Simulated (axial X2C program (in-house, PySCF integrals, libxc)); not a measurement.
# Outer orbitals of ZnN at 2.031 Å, HF in a model world with the speed of light multiplied by 4

All values were computed with an axial X2C code built on PySCF integrals. Spin-free means the one-electron spin-free X2C Hamiltonian; two-component (2c) means X2C with spin–orbit coupling and atomic mean-field two-electron Coulomb and Gaunt terms, so the difference of the two also holds small scalar two-electron terms; the speed of light was multiplied by 4, so these are model numbers, not those of the real molecule. Basis: Zn dyall-v3z [9s9p5d3f2g], N dyall-v3z [6s6p2d1f] (cores contracted in-house); Gaussian nuclei, density fitting, unrestricted open shells. Masses: Zn 63.929 u, N 14.003 u.

The distance is close to the 2c PBE0 minimum; the highest filled and lowest empty levels are listed.

Spin-free orbitals, state M_S = 3/2, Λ = 0 (beyond evenly filled blocks: σα, π+α, π-α) (Löwdin shares):

| symmetry | occupied | ε (eV) | atomic character |
| --- | --- | --- | --- |
| σα | yes | -30.53 | 85% N s, 6% Zn p, 5% Zn d |
| σβ | yes | -22.51 | 72% Zn d, 24% N s, 2% Zn p |
| δ+α | yes | -22.05 | 100% Zn d |
| δ-α | yes | -22.05 | 100% Zn d |
| δ+β | yes | -22.02 | 100% Zn d |
| δ-β | yes | -22.02 | 100% Zn d |
| π-α | yes | -22.01 | 99% Zn d |
| π+α | yes | -22.01 | 99% Zn d |
| σα | yes | -21.97 | 96% Zn d |
| π-β | yes | -21.90 | 100% Zn d |
| π+β | yes | -21.90 | 100% Zn d |
| σβ | yes | -20.22 | 57% N s, 30% Zn d, 6% Zn s |
| π+α | yes | -14.33 | 96% N p |
| π-α | yes | -14.33 | 96% N p |
| σα | yes | -14.01 | 85% N p, 8% Zn s, 2% Zn d |
| σβ | yes | -8.75 | 57% N p, 36% Zn s, 4% N s |
| σα | yes | -8.19 | 70% Zn s, 22% Zn p, 6% N p |
| σβ | no | 0.54 | 56% Zn s, 24% Zn p, 18% N p |
| π-β | no | 0.88 | 86% Zn p, 14% N p |
| π+β | no | 0.88 | 86% Zn p, 14% N p |
| π+α | no | 0.97 | 97% Zn p |
| π-α | no | 0.97 | 97% Zn p |

Spinors with spin–orbit coupling (state Ω = 3/2):

| ω | occupied | ε (eV) | atomic character | λ mixture |
| --- | --- | --- | --- | --- |
| 1/2 | yes | -30.53 | 85% N s, 6% Zn p, 5% Zn d | 100% σ |
| -1/2 | yes | -22.52 | 72% Zn d, 24% N s, 2% Zn p | 100% σ |
| -3/2 | yes | -22.06 | 100% Zn d | 100% δ |
| 5/2 | yes | -22.04 | 100% Zn d | 100% δ |
| 3/2 | yes | -22.04 | 100% Zn d | 90% δ, 10% π |
| -1/2 | yes | -22.02 | 99% Zn d | 100% π |
| -5/2 | yes | -22.01 | 100% Zn d | 100% δ |
| 3/2 | yes | -22.00 | 99% Zn d | 90% π, 10% δ |
| 1/2 | yes | -21.98 | 96% Zn d | 97% σ, 3% π |
| 1/2 | yes | -21.90 | 100% Zn d | 97% π, 3% σ |
| -3/2 | yes | -21.89 | 100% Zn d | 100% π |
| -1/2 | yes | -20.22 | 57% N s, 30% Zn d, 6% Zn s | 100% σ |
| -1/2 | yes | -14.33 | 96% N p | 100% π |
| 3/2 | yes | -14.33 | 96% N p | 100% π |
| 1/2 | yes | -14.01 | 85% N p, 8% Zn s, 2% Zn d | 100% σ |
| -1/2 | yes | -8.75 | 57% N p, 36% Zn s, 4% N s | 100% σ |
| 1/2 | yes | -8.19 | 70% Zn s, 22% Zn p, 6% N p | 100% σ |
| -1/2 | no | 0.54 | 56% Zn s, 24% Zn p, 18% N p | 100% σ |
| 1/2 | no | 0.88 | 86% Zn p, 14% N p | 100% π |
| -3/2 | no | 0.88 | 86% Zn p, 14% N p | 100% π |
| -1/2 | no | 0.96 | 97% Zn p | 100% π |
| 3/2 | no | 0.97 | 97% Zn p | 100% π |

Mulliken charges and populations of the two-component result (they depend on the basis, above all on diffuse functions):

Zn 0.29 e (s 7.39 p 12.30 d 10.00), N -0.29 e (s 3.93 p 3.36 d 0.01). ⟨Lz⟩ = 0.00 ħ and ⟨Sz⟩ = 1.50 ħ (0.26 and 1.24 on the two atoms), which add up to Ω.

One determinant describes the state; a PBE0 search over occupations chose it and may have missed a lower one. Other states lie close and PBE0, whose exact exchange favours high spin, may order them wrongly; the determinant shown need not be the ground state. The nearest other spin-free determinant of the search, M_S = 1/2, Λ = 0, lies 0.39 eV up at the distance of the search. With several unpaired electrons one determinant need not be a pure state. This is the top spin component of a Σ state; components of lower Ω are not single determinants and can lie lower. The determinant is spin-polarised beyond a pure state at some levels (its spin-free form has ⟨S²⟩ too high), which makes Re and μ there less reliable.
